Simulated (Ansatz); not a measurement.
Reaction (cleavage of the Si–Si bond): `CO[SiH2][SiH](O)F` + CH₃SH → `CO[SiH2]SC` + `O[SiH2]F`

Program: Ansatz. Geometries: PBE0-D4/def2-TZVP. ΔE: electronic, gas phase. CCSD(T)/CBS is the MP2 limit (def2-TZVPP, def2-QZVPP) plus CCSD(T) − MP2 in def2-TZVPP, frozen cores. This one scheme is used for every species. Functionals use def2-TZVPP. B3LYP here is the variant with VWN-RPA as its local correlation; programs differ in this. One conformer a species, not always the lowest.

`CO[SiH2][SiH](O)F`:

```xyz
13

C     1.105    1.273   -2.024
O     0.748    0.877   -0.720
Si   -0.282   -0.373   -0.423
Si   -0.487   -0.494    1.907
O    -1.448   -1.788    2.200
F    -1.174    0.841    2.466
H     1.789    2.120   -1.950
H     0.227    1.585   -2.601
H     1.609    0.463   -2.564
H    -1.604   -0.144   -1.077
H     0.266   -1.649   -0.971
H     0.795   -0.611    2.654
H    -1.545   -2.101    3.101
```

CH₃SH:

Cartesian coordinates in Å:
```
C -0.159 0.326 -0.331
S 1.052 -0.425 0.778
H -0.479 -0.370 -1.105
H 0.346 1.167 -0.807
H -1.022 0.705 0.216
H 0.262 -1.402 1.249
```

`CO[SiH2]SC`:

Z-matrix (Å, degrees):
```
C
O 1 1.411
H 1 1.091 2 108.1
H 1 1.095 2 111.3 3 119.6
H 1 1.096 2 111.3 3 -119.2
Si 2 1.640 1 123.0 3 -177.4
S 6 2.121 2 113.3 1 60.5
H 6 1.487 2 111.6 1 -56.7
H 6 1.481 2 104.2 1 -178.7
C 7 1.818 6 99.4 2 64.5
H 10 1.089 7 111.1 6 -61.5
H 10 1.089 7 106.9 6 179.6
H 10 1.090 7 110.8 6 60.9
```

`O[SiH2]F`:

Z-matrix (Å, degrees):
```
Si
F 1 1.596
O 1 1.630 2 111.0
H 1 1.482 2 106.0 3 121.4
H 1 1.474 2 108.2 3 -116.3
H 3 0.958 1 119.1 2 71.8
```

```tsv
level	ΔE (kJ/mol)	difference from CCSD(T)/CBS
PBE-D4	-80.3	11.6
r2SCAN-D4	-90.4	1.5
ωB97X-V	-86.0	5.9
PBE	-77.7	14.2
PBE0	-81.5	10.4
B3LYP	-82.0	9.9
SCS-MP2/def2-TZVPP	-96.8	-4.9
CCSD/def2-TZVPP	-88.1	3.8
MP2/CBS(def2)	-103.5	-11.6
CCSD/CBS(def2)	-90.1	1.8
CCSD(T)/CBS	-91.9	0
```

Largest T1 diagnostic among the species: 0.012.

The D4 term adds −4.1 kJ/mol with B3LYP and −2.2 kJ/mol with PBE0; it sums over pairs of atoms, weighted by their polarisabilities, and B3LYP, whose exchange is more repulsive, gets the larger term. From PBE to PBE0 (25 % exact exchange), in def2-TZVPP and without D4, ΔE moves by −3.9 kJ/mol.
